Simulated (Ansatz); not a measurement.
Mulliken charges of BrH$_{2}$Sn, SMILES `[Br][SnH2]` radical from PBE/def2-TZVPP in Ansatz (PBE0-D4/def2-TZVP geometry).

| atom | x (Å) | y (Å) | z (Å) | charge (e) |
| --- | --- | --- | --- | --- |
| Br1 | -1.974 | 0.426 | -0.671 | -0.325 |
| Sn2 | 0.423 | -0.192 | -0.380 | 0.509 |
| H3 | 0.427 | -1.499 | 0.743 | -0.092 |
| H4 | 1.180 | 1.205 | 0.287 | -0.092 |

By hand: the dipole of these point charges (1 e Å = 4.8032 D).

Σ q r = (0.709, -0.209, -0.070) e Å, of length 0.742 e Å = 3.56 D.

How does the dipole of the full density compare? (Estimate.)

Ansatz gave: (0.408, -0.112, 0.007) e Å, 2.03 D; the point charges give 1.75 times that, at 6° from its direction.

Point charges leave out the atoms' own dipoles, such as those of lone pairs, and Mulliken's split depends on the basis, so the two needn't agree.
